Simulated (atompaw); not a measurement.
**LDA (PW92) PAW (atompaw) dataset for Pt, scalar-relativistic all-electron reference.**

| Quantity | Value |
| --- | --- |
| Element | Pt (Z = 78) |
| Generator | atompaw 4.2.0.5 |
| Type | PAW |
| Functional | LDA (PW92) |
| Relativity | scalar-relativistic |
| Frozen core | [Kr] 4d10 4f14 |
| Valence charge | 18 |
| Reference configuration | 5s2 5p6 5d9 6s1 6p0 |
| Partial waves | 5s (bound); 6s (bound); 5p (bound); 6p (bound, empty); 5d (bound); 5d channel at 0.25 Ry; 5f channel at 0.05 Ry; 5f channel at 2.35 Ry |
| Local potential | troulliermartins scheme with l = 4 at 0 Ry, radius 1.35 bohr |
| Core correction | smooth core density matched at 1.00 bohr |
| Augmentation charge | sinc compensation charge, radius 1.40 bohr; PAW radius 1.75 bohr; waves and projectors: bloechl |

All-electron outer shells of the reference configuration (LDA (PW92), scalar-relativistic, ld1.x):

| shell | level (eV) | outermost node (bohr) | outermost maximum (bohr) |
| --- | --- | --- | --- |
| 4d | -306.78 | 0.20 | 0.42 |
| 5s | -102.20 | 0.49 | 0.87 |
| 4f | -70.50 | – | 0.38 |
| 5p | -56.29 | 0.53 | 0.98 |
| 5d | -6.38 | 0.57 | 1.26 |
| 6s | -5.96 | 1.14 | 2.38 |
| 6p | -0.96 | 1.36 | 3.55 |

(1) Estimate the cutoffs (Ry, on a coarse ladder) from which the occupation-weighted sum of valence levels, in a spherical-Bessel basis at the reference potential, stays within 10 and 1 mRy of its value at 400 Ry.

(2) Does the potential have ghost states?

(3) Is the overlap operator S = 1 + Σ q|β⟩⟨β| positive definite (Bessel basis up to 400 Ry)?

Results:

(1) 120 Ry and 160 Ry.

(2) No extra level below or beside the all-electron valence levels (s, p, d, f tested). The logarithmic derivative shows an extra or strongly shifted pseudo pole above the reference energy (s near 0.91 Ry).

(3) Barely: its lowest eigenvalue is 0.001 (d channel).
